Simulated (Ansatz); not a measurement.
Ansatz (a program for electronic structure) input (B3LYP/6-31G* with LANL2DZ past Ar): The .json file joins the Basis Set Exchange's 6-31G* for atoms up to Ar and LANL2DZ past it.

Ansatz 0.2 input:
```yaml
crystal:
  periodic: [false, false, false]
  atoms:
    - {symbol: C, position_ang: [-2.51619461, -0.17830388, 0.13726023]}
    - {symbol: C, position_ang: [-1.31054211, -0.41855732, 1.04054331]}
    - {symbol: O, position_ang: [-0.16747961, -0.84161500, 0.30723649]}
    - {symbol: Ge, position_ang: [0.99503739, 0.32789224, -0.39690698]}
    - {symbol: H, position_ang: [-2.33093179, 0.65329230, -0.55314932]}
    - {symbol: H, position_ang: [-2.73111125, -1.07288107, -0.45606452]}
    - {symbol: H, position_ang: [-3.40275546, 0.06523399, 0.73508563]}
    - {symbol: H, position_ang: [-1.53105489, -1.22580237, 1.75097934]}
    - {symbol: H, position_ang: [-1.09092463, 0.48423409, 1.63246696]}
    - {symbol: H, position_ang: [2.28210071, -0.53059597, -0.61002568]}
    - {symbol: H, position_ang: [1.26373831, 1.44805433, 0.67701791]}
basis:
  gaussian:
    orbitals: 6-31Gs+LANL2DZ.json
hamiltonian:
  xc: {name: B3LYP}
magnetization: {spin_polarized: true, initial_magnetization: 1}
phonons: {temperatures: {t_min: 298.15, t_max: 298.15, t_step: 100}}
```

Output:

```
Functional definition: B3LYP
integrals: 0.02 GiB planned
847 factors; integrals over basis functions are off by at most 3.7e-4 eV
mean field: 0.30 GiB planned
mean field evaluation 1: about -4330.2159 eV, gradient 3.9e1 eV
mean field evaluation 2: about -4304.3021 eV, gradient 8.4e1 eV
mean field evaluation 4: about -4336.6366 eV, gradient 4.5e0 eV
mean field evaluation 8: about -4336.7504 eV, gradient 1.1e-1 eV
mean field evaluation 16: about -4336.7505 eV, gradient 4.1e-5 eV
mean field -4336.75054480 eV, -159.3726429664 hartree, gradient 4.1e-5 eV, S^2 0.751485; 0 other end points of the search recorded, 0 dependent functions left out
the calculation of the forces begins
reference -4336.75076943 eV, -159.3726512214 hartree; 16, 15 occupied and 51, 52 virtual orbitals, 847 factors
these checks for a lower state are left out or cut short: stability, starts, cluster_reference, orbital_swaps, neighbouring_geometries, increment
integrals: 0.02 GiB planned
847 factors; integrals over basis functions are off by at most 3.7e-4 eV
mean field: 0.30 GiB planned
mean field -4336.75038603 eV, -159.3726371315 hartree, gradient 1.6e-6 eV, S^2 0.751485; 0 other end points of the search recorded, 0 dependent functions left out
the calculation of the forces begins
reference -4336.75061067 eV, -159.3726453869 hartree; 16, 15 occupied and 51, 52 virtual orbitals, 847 factors
these checks for a lower state are left out or cut short: stability, starts, cluster_reference, orbital_swaps, neighbouring_geometries, increment
integrals: 0.02 GiB planned
847 factors; integrals over basis functions are off by at most 3.7e-4 eV
mean field: 0.30 GiB planned
mean field -4336.75039086 eV, -159.3726373090 hartree, gradient 1.5e-6 eV, S^2 0.751486; 0 other end points of the search recorded, 0 dependent functions left out
the calculation of the forces begins
reference -4336.75061548 eV, -159.3726455636 hartree; 16, 15 occupied and 51, 52 virtual orbitals, 847 factors
these checks for a lower state are left out or cut short: stability, starts, cluster_reference, orbital_swaps, neighbouring_geometries, increment
integrals: 0.02 GiB planned
847 factors; integrals over basis functions are off by at most 3.7e-4 eV
mean field: 0.30 GiB planned
mean field evaluation 32: about -4336.7504 eV, gradient 5.1e-5 eV
mean field -4336.75036864 eV, -159.3726364927 hartree, gradient 1.5e-6 eV, S^2 0.751485; 0 other end points of the search recorded, 0 dependent functions left out
the calculation of the forces begins
reference -4336.75059329 eV, -159.3726447482 hartree; 16, 15 occupied and 51, 52 virtual orbitals, 847 factors
these checks for a lower state are left out or cut short: stability, starts, cluster_reference, orbital_swaps, neighbouring_geometries, increment
integrals: 0.02 GiB planned
847 factors; integrals over basis functions are off by at most 3.7e-4 eV
mean field: 0.30 GiB planned
mean field -4336.75036917 eV, -159.3726365120 hartree, gradient 2.8e-6 eV, S^2 0.751486; 0 other end points of the search recorded, 0 dependent functions left out
the calculation of the forces begins
reference -4336.75059379 eV, -159.3726447666 hartree; 16, 15 occupied and 51, 52 virtual orbitals, 847 factors
these checks for a lower state are left out or cut short: stability, starts, cluster_reference, orbital_swaps, neighbouring_geometries, increment
integrals: 0.02 GiB planned
847 factors; integrals over basis functions are off by at most 3.7e-4 eV
mean field: 0.30 GiB planned
mean field -4336.75037671 eV, -159.3726367892 hartree, gradient 1.2e-6 eV, S^2 0.751484; 0 other end points of the search recorded, 0 dependent functions left out
the calculation of the forces begins
reference -4336.75060134 eV, -159.3726450442 hartree; 16, 15 occupied and 51, 52 virtual orbitals, 847 factors
these checks for a lower state are left out or cut short: stability, starts, cluster_reference, orbital_swaps, neighbouring_geometries, increment
integrals: 0.02 GiB planned
847 factors; integrals over basis functions are off by at most 3.7e-4 eV
mean field: 0.30 GiB planned
mean field -4336.75037813 eV, -159.3726368411 hartree, gradient 1.3e-6 eV, S^2 0.751486; 0 other end points of the search recorded, 0 dependent functions left out
the calculation of the forces begins
reference -4336.75060276 eV, -159.3726450961 hartree; 16, 15 occupied and 51, 52 virtual orbitals, 847 factors
these checks for a lower state are left out or cut short: stability, starts, cluster_reference, orbital_swaps, neighbouring_geometries, increment
integrals: 0.02 GiB planned
847 factors; integrals over basis functions are off by at most 3.7e-4 eV
mean field: 0.30 GiB planned
mean field -4336.75041278 eV, -159.3726381145 hartree, gradient 2.6e-6 eV, S^2 0.751483; 0 other end points of the search recorded, 0 dependent functions left out
[...]
these checks for a lower state are left out or cut short: stability, starts, cluster_reference, orbital_swaps, neighbouring_geometries, increment
integrals: 0.02 GiB planned
847 factors; integrals over basis functions are off by at most 3.7e-4 eV
mean field: 0.30 GiB planned
mean field -4336.75051231 eV, -159.3726417722 hartree, gradient 2.3e-6 eV, S^2 0.751487; 0 other end points of the search recorded, 0 dependent functions left out
the calculation of the forces begins
reference -4336.75073692 eV, -159.3726500266 hartree; 16, 15 occupied and 51, 52 virtual orbitals, 847 factors
these checks for a lower state are left out or cut short: stability, starts, cluster_reference, orbital_swaps, neighbouring_geometries, increment
integrals: 0.02 GiB planned
847 factors; integrals over basis functions are off by at most 3.7e-4 eV
mean field: 0.30 GiB planned
mean field -4336.75051243 eV, -159.3726417768 hartree, gradient 2.5e-6 eV, S^2 0.751484; 0 other end points of the search recorded, 0 dependent functions left out
the calculation of the forces begins
reference -4336.75073708 eV, -159.3726500324 hartree; 16, 15 occupied and 51, 52 virtual orbitals, 847 factors
these checks for a lower state are left out or cut short: stability, starts, cluster_reference, orbital_swaps, neighbouring_geometries, increment
integrals: 0.02 GiB planned
847 factors; integrals over basis functions are off by at most 3.7e-4 eV
mean field: 0.30 GiB planned
mean field evaluation 352: about -4336.7505 eV, gradient 1.5e-6 eV
mean field -4336.75052786 eV, -159.3726423439 hartree, gradient 1.5e-6 eV, S^2 0.751484; 0 other end points of the search recorded, 0 dependent functions left out
the calculation of the forces begins
reference -4336.75075251 eV, -159.3726505994 hartree; 16, 15 occupied and 51, 52 virtual orbitals, 847 factors
these checks for a lower state are left out or cut short: stability, starts, cluster_reference, orbital_swaps, neighbouring_geometries, increment
integrals: 0.02 GiB planned
847 factors; integrals over basis functions are off by at most 3.7e-4 eV
mean field: 0.30 GiB planned
mean field -4336.75052675 eV, -159.3726423031 hartree, gradient 1.6e-6 eV, S^2 0.751487; 0 other end points of the search recorded, 0 dependent functions left out
the calculation of the forces begins
reference -4336.75075137 eV, -159.3726505576 hartree; 16, 15 occupied and 51, 52 virtual orbitals, 847 factors
these checks for a lower state are left out or cut short: stability, starts, cluster_reference, orbital_swaps, neighbouring_geometries, increment
integrals: 0.02 GiB planned
847 factors; integrals over basis functions are off by at most 3.7e-4 eV
mean field: 0.30 GiB planned
mean field -4336.75053997 eV, -159.3726427889 hartree, gradient 2.8e-6 eV, S^2 0.751487; 0 other end points of the search recorded, 0 dependent functions left out
the calculation of the forces begins
reference -4336.75076458 eV, -159.3726510430 hartree; 16, 15 occupied and 51, 52 virtual orbitals, 847 factors
these checks for a lower state are left out or cut short: stability, starts, cluster_reference, orbital_swaps, neighbouring_geometries, increment
integrals: 0.02 GiB planned
847 factors; integrals over basis functions are off by at most 3.7e-4 eV
mean field: 0.30 GiB planned
mean field -4336.75054053 eV, -159.3726428095 hartree, gradient 1.8e-6 eV, S^2 0.751484; 0 other end points of the search recorded, 0 dependent functions left out
the calculation of the forces begins
reference -4336.75076519 eV, -159.3726510654 hartree; 16, 15 occupied and 51, 52 virtual orbitals, 847 factors
these checks for a lower state are left out or cut short: stability, starts, cluster_reference, orbital_swaps, neighbouring_geometries, increment
integrals: 0.02 GiB planned
847 factors; integrals over basis functions are off by at most 3.7e-4 eV
mean field: 0.30 GiB planned
mean field -4336.75053953 eV, -159.3726427727 hartree, gradient 2.2e-6 eV, S^2 0.751486; 0 other end points of the search recorded, 0 dependent functions left out
the calculation of the forces begins
reference -4336.75076416 eV, -159.3726510276 hartree; 16, 15 occupied and 51, 52 virtual orbitals, 847 factors
these checks for a lower state are left out or cut short: stability, starts, cluster_reference, orbital_swaps, neighbouring_geometries, increment
integrals: 0.02 GiB planned
847 factors; integrals over basis functions are off by at most 3.7e-4 eV
mean field: 0.30 GiB planned
mean field -4336.75053879 eV, -159.3726427456 hartree, gradient 2.1e-6 eV, S^2 0.751484; 0 other end points of the search recorded, 0 dependent functions left out
the calculation of the forces begins
reference -4336.75076343 eV, -159.3726510007 hartree; 16, 15 occupied and 51, 52 virtual orbitals, 847 factors
these checks for a lower state are left out or cut short: stability, starts, cluster_reference, orbital_swaps, neighbouring_geometries, increment
integrals: 0.02 GiB planned
847 factors; integrals over basis functions are off by at most 3.7e-4 eV
mean field: 0.30 GiB planned
mean field evaluation 384: about -4336.7282 eV, gradient 1.4e-1 eV
mean field -4336.75052034 eV, -159.3726420673 hartree, gradient 2.6e-6 eV, S^2 0.751485; 0 other end points of the search recorded, 0 dependent functions left out
the calculation of the forces begins
reference -4336.75074500 eV, -159.3726503235 hartree; 16, 15 occupied and 51, 52 virtual orbitals, 847 factors
these checks for a lower state are left out or cut short: stability, starts, cluster_reference, orbital_swaps, neighbouring_geometries, increment
integrals: 0.02 GiB planned
847 factors; integrals over basis functions are off by at most 3.7e-4 eV
mean field: 0.30 GiB planned
mean field -4336.75052039 eV, -159.3726420691 hartree, gradient 2.7e-6 eV, S^2 0.751486; 0 other end points of the search recorded, 0 dependent functions left out
the calculation of the forces begins
reference -4336.75074499 eV, -159.3726503230 hartree; 16, 15 occupied and 51, 52 virtual orbitals, 847 factors
these checks for a lower state are left out or cut short: stability, starts, cluster_reference, orbital_swaps, neighbouring_geometries, increment
integrals: 0.02 GiB planned
847 factors; integrals over basis functions are off by at most 3.7e-4 eV
mean field: 0.30 GiB planned
mean field -4336.75052199 eV, -159.3726421280 hartree, gradient 2.1e-6 eV, S^2 0.751488; 0 other end points of the search recorded, 0 dependent functions left out
the calculation of the forces begins
reference -4336.75074658 eV, -159.3726503817 hartree; 16, 15 occupied and 51, 52 virtual orbitals, 847 factors
these checks for a lower state are left out or cut short: stability, starts, cluster_reference, orbital_swaps, neighbouring_geometries, increment
integrals: 0.02 GiB planned
847 factors; integrals over basis functions are off by at most 3.7e-4 eV
mean field: 0.30 GiB planned
mean field -4336.75052438 eV, -159.3726422160 hartree, gradient 2.8e-6 eV, S^2 0.751483; 0 other end points of the search recorded, 0 dependent functions left out
the calculation of the forces begins
reference -4336.75074905 eV, -159.3726504722 hartree; 16, 15 occupied and 51, 52 virtual orbitals, 847 factors
Total energy: -4336.75076943 eV, -159.3726512214 hartree
Atom 0 at    -2.516195    -0.178304     0.137260 Å, force    -0.000990    -0.000146    -0.000300 eV/Å
Atom 1 at    -1.310542    -0.418557     1.040543 Å, force     0.001803    -0.000582    -0.000813 eV/Å
Atom 2 at    -0.167480    -0.841615     0.307236 Å, force    -0.000852     0.000076     0.000204 eV/Å
Atom 3 at     0.995037     0.327892    -0.396907 Å, force     0.000112    -0.000049     0.000892 eV/Å
Atom 4 at    -2.330932     0.653292    -0.553149 Å, force     0.000218     0.000046    -0.000056 eV/Å
Atom 5 at    -2.731111    -1.072881    -0.456065 Å, force     0.000020    -0.000018     0.000006 eV/Å
Atom 6 at    -3.402755     0.065234     0.735086 Å, force    -0.000111     0.000156     0.000106 eV/Å
Atom 7 at    -1.531055    -1.225802     1.750979 Å, force    -0.000164    -0.000153     0.000140 eV/Å
Atom 8 at    -1.090925     0.484234     1.632467 Å, force    -0.000129     0.000472     0.000425 eV/Å
Atom 9 at     2.282101    -0.530596    -0.610026 Å, force    -0.000058     0.000224    -0.000115 eV/Å
Atom 10 at     1.263738     1.448054     0.677018 Å, force     0.000151    -0.000027    -0.000490 eV/Å
Dipole moment:    -0.162062     0.226883    -0.000671 e Å
Vibrations: 55.37 146.70 198.50 284.77 417.47 569.76 644.47 668.12 816.59 827.30 916.45 1086.25 1133.22 1197.83 1325.28 1411.47 1437.01 1513.65 1522.09 1545.40 1934.48 2012.26 3000.01 3046.60 3061.17 3113.69 3131.32 cm⁻¹, zero-point energy 2.294775 eV
```

The blocks after the first are displaced geometries, from whose forces the wavenumbers follow.
